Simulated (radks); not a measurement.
Spherical jellium clusters: N electrons in a uniform positive sphere of charge N and radius rs N^(1/3), rs = 4.82 bohr. Method: non-relativistic Kohn-Sham, PBEsol, spin-polarised, spherical densities; computed with a radial shooting solver with Libxc functionals. Levels are named by radial order and angular momentum (1s, 1p, 1d, 2s, ...), and open shells are averaged over m. Each electron was tried in the lowest free levels, single moves between levels near the top were tried too, and the lowest total energy was kept; such a search can miss a lower state. The series stops at N = 18: beyond it a trial failed or the search could not be trusted, so later rows were left out. Energies include the self-energy of the background; IP and EA are vertical (highest electron removed, lowest free level filled), at fixed background; spill-out counts the electrons outside the background radius R, and alpha is the static dipole polarisability from linear response (closed shells only). A dash means not computed or, for alpha, an open shell; in EA it means that no bound solution was reached, which is typical of self-interaction and does not show that the anion is unstable. Real open-shell clusters deform, which this model forbids.

N,open shells,2S,E/N (eV),E(N+1) + E(N-1) - 2E(N) (eV),IP (eV),EA (eV),spill-out (e)
1,"1s(up 1, down 0)",1,-1.391,-,-,-,0.31
2,none,0,-1.666,0.715,4.484,-,0.46
3,"1p(up 1, down 0)",1,-1.519,-0.530,3.455,-,0.72
4,"1p(up 2, down 0)",2,-1.578,-0.333,3.867,-,0.86
5,"1p(up 3, down 0)",3,-1.680,0.370,4.072,-,0.96
6,"1p(up 3, down 1)",2,-1.687,-0.336,3.595,-,1.09
7,"1p(up 3, down 2)",1,-1.739,-0.214,3.864,1.399,1.19
8,none,0,-1.805,0.845,4.014,-,1.27
9,"1d(up 1, down 0)",1,-1.763,-0.218,3.113,-,1.42
10,"1d(up 2, down 0)",2,-1.751,-0.175,3.304,1.105,1.54
11,"1d(up 3, down 0)",3,-1.757,-0.145,3.447,1.274,1.64
12,"1d(up 4, down 0)",4,-1.774,-0.122,3.559,1.414,1.72
13,"1d(up 5, down 0)",5,-1.798,0.360,3.648,1.083,1.80
14,"1d(up 5, down 1)",4,-1.793,-0.159,3.257,1.265,1.89
15,"1d(up 5, down 2)",3,-1.799,-0.128,3.394,1.411,1.98
16,"1d(up 5, down 3)",2,-1.812,-0.106,3.500,-,2.05
17,"1d(up 5, down 4)",1,-1.830,-0.091,3.585,1.637,2.12
18,none,0,-1.851,-,3.654,1.539,2.19

All shells are closed at N = 2, 8, 18 (there: 1s2 1p6 1d10); the second difference of the energy has clear peaks (12 % above both neighbours; the first and last values, which can be the largest, are not judged, and half-filled shells can peak too) at N = 5, 8, 13.
